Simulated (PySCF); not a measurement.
**Radial density of C (carbon, neutral)**

UHF, [He] 2s2 2p1 3d1, one real determinant (an excited configuration). Computed with PySCF 2.14 in aug-cc-pCVQZ-DK (9s8p6d4f2g, 109 functions), with scalar relativity by spin-free X2C-1e.

```tsv
r (bohr)	4πr²ρ (e/bohr)	4πr²(ρα − ρβ)
0.00413	0.02734	0.0000
0.00695	0.07367	0.0000
0.0117	0.1951	0.0000
0.0197	0.4986	0.0001
0.0331	1.198	0.0002
0.0556	2.583	0.0006
0.0936	4.659	0.0027
0.157	6.241	0.0135
0.265	5.131	0.0600
0.445	2.140	0.2184
0.749	1.527	0.5198
1.26	2.052	0.6307
2.12	0.8643	0.2949
3.57	0.2905	0.2549
6.00	0.1679	0.1678
10.1	0.0001602	0.0002
```

Densities and radii are taken from the X2C orbitals without a picture-change correction, which distorts them close to the nucleus.

⟨L²⟩ = 8.02 against 12 for a pure F term, so this real determinant mixes terms. The outer electron is Rydberg-like, and this basis confines it to a smaller radius and binds it less than a complete one would. At UHF the highest occupied level has a positive energy, so only the finite basis holds that electron; for this excited configuration the basis is too tight for the outer shell.
